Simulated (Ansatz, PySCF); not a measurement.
Complex: C2H4 (SMILES C=C) (first 6 atoms) with CH6Si (SMILES C[SiH3]); geometry from B3LYP-D3(BJ)/def2-TZVP, rigid monomers moved along the line of their centres of mass till H3···Si8 is 3.03 Å.
(charge 0, multiplicity 1):
```tsv
atom	x (Å)	y (Å)	z (Å)
C	0.4907	-0.0153	0.0182
C	-0.8089	0.2180	0.1247
H	1.2180	0.5442	0.5933
H	0.8806	-0.7758	-0.6477
H	-1.5376	-0.3411	-0.4499
H	-1.1958	0.9785	0.7919
C	-0.7859	-0.9986	3.4375
Si	0.5076	0.3543	3.5284
H	-1.7401	-0.6523	3.8391
H	-0.4745	-1.8722	4.0133
H	-0.9413	-1.3066	2.4030
H	0.0767	1.5518	2.7659
H	1.7995	-0.1099	2.9670
H	0.7367	0.7658	4.9358
```

Monomers are frozen at their geometry in the pair; levels with a basis set take the counterpoise correction.

Cores are frozen in the correlated methods.

Programs: Ansatz (Gaussian orbitals); PySCF for the dispersion terms. Each number belongs to the level named beside it.

PBE/def2-TZVPPD gives 0.77 kcal/mol for the interaction energy.

### Question
How do the other levels lie against it? Give each less PBE: PBE-D3(BJ)/def2-TZVPPD, r2SCAN/def2-TZVPPD, PBE0/def2-TZVPPD, wB97M-V/def2-TZVPPD, MP2/aug-cc-pV(D+d)Z, CCSD(T)/aug-cc-pV(D+d)Z.

### Answer
PBE-D3(BJ)/def2-TZVPPD -2.08; r2SCAN/def2-TZVPPD -0.91; PBE0/def2-TZVPPD -0.06; wB97M-V/def2-TZVPPD -1.82; MP2/aug-cc-pV(D+d)Z -1.18; CCSD(T)/aug-cc-pV(D+d)Z -0.98 kcal/mol. 0 of 6 lie above PBE; the widest gap is to PBE-D3(BJ)/def2-TZVPPD.

Ansatz is a program for electronic structure.
